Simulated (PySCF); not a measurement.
An unknown shows these calculated signals:

¹H NMR (600 MHz, computed): δ 5.39 (m, 1H), 2.95 (m, 1H), 2.59 (m, 1H), 1.07 (m, 1H), 0.97 (m, 1H).

¹³C{¹H} NMR (computed): δ 77.0 (CH), 3.3 (CH2).

Relativity neglected, one computed conformer, gas phase. Coordinates at the GFN2-xTB level; shieldings: GIAO PBE0/pcSseg-1; PySCF 2.14.

Referencing at the same level of theory: ¹H and ¹³C vs TMS.

Which of these does the molecule contain: a three-membered ring, a Si–H bond, a carboxylic acid, an NH or NH2 group, a benzene ring?

## Answers


- A three-membered ring: yes.
- A Si–H bond: yes (δH 2.95 (m), 2.59 (m)).
- A carboxylic acid: no.
- An NH or NH2 group: no.
- A benzene ring: no.

The data belong to `F[C@@H]1C[SiH2]1`, C2H5FSi; they needn't prove each group on their own.

Carbon signals by region: 1 at 50–100 ppm, 1 below 50 ppm.

Splittings by ¹⁹F in the carbon and heteronuclear signals aren't shown, as no couplings were computed. Shifts are as computed. Against solution values, carbons near 30 ppm lie about +3 ppm off and those near 130 ppm about +5 ppm. Of 1211 compounds with measured shifts, 218 miss one by over three times the rms of a fit or turn the order of signals round; such compounds aren't used in these exercises. No couplings were computed; multiplicities are counted from neighbouring protons, with m where these are inequivalent, close in shift, in a saturated or five-membered ring or joined by F or P, and br s for small geminal =CH2 splittings.
